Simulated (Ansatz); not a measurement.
Reaction: H5Si2O (SMILES [SiH3][SiH]O, doublet) → H5Si2O (SMILES O([SiH2])[SiH3], doublet)
Each species at its own B3LYP-D3(BJ)/def2-TZVP minimum (Ansatz, an electronic-structure program), one conformer.

Quantity: isomerisation energy (electronic), in kcal/mol. UHF or UKS for unpaired electrons; spin-orbit terms are left out. CBS(X,Y): correlation extrapolated as X^-3, Hartree-Fock from the larger set. A bracket is a step between two methods taken in the basis named. Functionals run without relativity, which enters their misses. 'core' is core correlation in cc-pwCVTZ (1s frozen past Ne), 'X2C' scalar relativity in cc-pVTZ-DK, both at CCSD(T).

CCSD(T)/CBS(cc-pV(T+d)Z,cc-pV(Q+d)Z) + [CCSDT(Q) - CCSD(T)]/cc-pV(D+d)Z + core + X2C (Ansatz) gives -22.2 kcal/mol.

Problem. How far off this value is PBE/def2-TZVPD (Ansatz), in which direction, and which of these levels come nearer: r2SCAN/def2-TZVPD, B3LYP/def2-TZVPD, wB97M-V/def2-TZVPD, CCSD(T)/CBS(cc-pV(T+d)Z,cc-pV(Q+d)Z) + core + X2C?

Solution. PBE gives -15.4 kcal/mol, 6.8 kcal/mol above it. Differences of the others: r2SCAN/def2-TZVPD (Ansatz) 1.8; B3LYP/def2-TZVPD (Ansatz) -0.1; wB97M-V/def2-TZVPD (Ansatz) -0.2; CCSD(T)/CBS(cc-pV(T+d)Z,cc-pV(Q+d)Z) + core + X2C (Ansatz) -0.2 kcal/mol. Nearer than PBE: r2SCAN/def2-TZVPD, B3LYP/def2-TZVPD, wB97M-V/def2-TZVPD, CCSD(T)/CBS(cc-pV(T+d)Z,cc-pV(Q+d)Z) + core + X2C.
